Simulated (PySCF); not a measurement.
Correlation energy of Sn (tin, neutral)

[Kr] 4d10 5s2 5p1 6s1, high-spin 3P determinant (an excited configuration). All numbers are calculated (PySCF 2.14, a scalar-relativistic core potential, in aug-cc-pVQZ-PP with ECP28MDF). Frozen: 4s2 4p6 4d10; 4 electrons correlated.

```
  level  correlation energy (mhartree)
   CCSD                         -53.47
    (T)                          -1.58
CCSD(T)                         -55.05
```

Diagnostics: T1 = 0.019, D1 = 0.0495, largest double amplitude 0.084.

Question: Is a single reference adequate?

Answer: Mostly. T1 lies below 0.03, but a double amplitude of this size points to a near-degeneracy that CCSD handles and MP2 describes poorly.
